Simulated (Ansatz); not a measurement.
The cluster Hg₂TeCl₂. Total charge 0; singlet. Geometry relaxed at r2SCAN-D4/def2-SVP.

Cartesian coordinates in Å:
```
Hg -0.8198 0.8122 1.4801
Hg 0.5365 -1.2535 -1.2905
Te -1.1004 -1.6941 0.7240
Cl 1.9753 -0.8864 -3.0791
Cl -0.5917 3.0218 2.1654
```

In the def2 sets Hg, Te take a core potential; there is no spin–orbit coupling. The structure comes from a short search, and lower isomers may exist.

(1) Estimate the harmonic wavenumbers at RKS r2SCAN-D4/def2-SVP (Ansatz, unscaled). Is this a minimum?

## Answers

(1) 27, 66, 68, 76, 81, 176, 182, 348, 354 cm⁻¹. Yes, no mode is imaginary beyond noise. Zero-point energy 8.2 kJ/mol. It took 34 s on 4 threads of Intel Xeon 6975P-C on a shared host.
